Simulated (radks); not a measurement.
The mean radii <r> (bohr) of the occupied orbitals of an atom or ion are listed with their occupations. Method: scalar-relativistic Kohn-Sham, Wu-Cohen GGA, spin-unpolarised, spherical densities, finite nucleus; Fermi nuclear charge, rms radius of each element as measured or else 0.836 A^(1/3) + 0.57 fm; computed with a radial shooting solver on a logarithmic mesh with Libxc functionals.

| orbital | occ. | <r> |
|---|---|---|
| 1s | 2 | 0.4200 |
| 2s | 1 | 2.300 |

Name the element and its charge.

Answer. Z = 4, beryllium, charge +1: Be+ in [He] 2s1. The 1s radius gives Z: for a bare nucleus <r> = (2 gamma + 1)/(2Z) with gamma = sqrt(1 - (Z/c)^2), 0.3749 bohr for Z = 4, and screening makes it slightly larger (0.4200 here). The occupations add up to 3, and the charge is Z minus that.
